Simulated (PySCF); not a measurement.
Ionisation energy of O⁺ by level of theory

O⁺ [He] 2s2 2p3 [2p1/2^2 2p3/2^1, M_J = 3/2] → O²⁺ [He] 2s2 2p2 [2p1/2^2, M_J = 0], as a difference of total energies. Calculation: PySCF 2.14, in x2c-TZVPall-2c (5s3p2d1f, 31 functions); the two-component X2C-1e Hamiltonian. Correlated levels: 1s2 frozen. "Screened" scales the spin-orbit matrix elements by Boettger's factors to mimic the two-electron term; Breit and QED terms are absent.

| method | ionisation energy (eV) | error (eV) |
| --- | --- | --- |
| GHF (spin-free) | 34.655 | -0.466 |
| GMP2 (spin-free) | 35.201 | +0.080 |
| GHF (screened spin-orbit) | 34.639 | -0.482 |
| GMP2 (screened spin-orbit) | 35.186 | +0.065 |

Reference: 35.121 eV (measured; NIST Atomic Spectra Database, ionization energies).

Errors of the correlated levels include the incompleteness of this basis and the frozen core.

The labels give the starting determinants; with spin-orbit coupling the two ends relaxed to ⟨J²⟩ = 3.76, ⟨L²⟩ = 0.00, ⟨S²⟩ = 3.76 and ⟨J²⟩ = 1.99, ⟨L²⟩ = 2.00, ⟨S²⟩ = 2.00.

The determinant of O²⁺ mixes levels of different J (the jj label is only the starting occupation), so the difference between spin-free and spin-orbit rows is not the physical spin-orbit shift.
